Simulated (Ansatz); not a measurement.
Species: sum formula BNHBr2 (charge 0, doublet). It need not be the lowest isomer of its formula. SMILES: [NH]B(Br)Br
Structure (B3LYP-D3(BJ)/def2-TZVP (Ansatz, a quantum-chemistry and plane-wave program) minimum search):
```
B
N 1 1.3772
H 2 1.0118 1 129.72
Br 1 1.9306 2 119.25 3 -92.49
Br 1 1.9306 2 119.25 3 92.49
```
Charge 0, spin multiplicity 2.

Property: atomisation energy (electronic, to ground-state atoms), in kcal/mol. Cores are frozen in the correlated levels unless marked. UHF or UKS for open shells. Spin-orbit coupling is left out. The frozen core is the preceding noble-gas configuration, with the filled d and f shells of earlier blocks. No relativistic terms. The coupled-cluster limit lacks core correlation, which all-electron functionals hold. CBS marks a two-point X^-3 extrapolation of the correlation energy; Hartree-Fock from the larger set (for Q and 5 zeta extrapolated as (X+1)exp(-9√X)).

```
level                                program  atomisation energy (kcal/mol)
----------------------------  --------------  -----------------------------
BLYP-D4/def2-TZVPD            Ansatz + dftd4                            ___
r2SCAN-D4/def2-TZVPD          Ansatz + dftd4                          382.5
B2GP-PLYP/def2-TZVPD                  Ansatz                          365.2
PBE-QIDH/def2-TZVPD                   Ansatz                          371.0
SCS-MP2/6-31G*                        Ansatz                          334.4
CCSD(T)/CBS(cc-pVQZ,cc-pV5Z)          Ansatz                            ___
```

Question: Complete the blanks.

Answer: 
- BLYP-D4/def2-TZVPD, atomisation energy (kcal/mol): 379.3
- CCSD(T)/CBS(cc-pVQZ,cc-pV5Z), atomisation energy (kcal/mol): 367.2
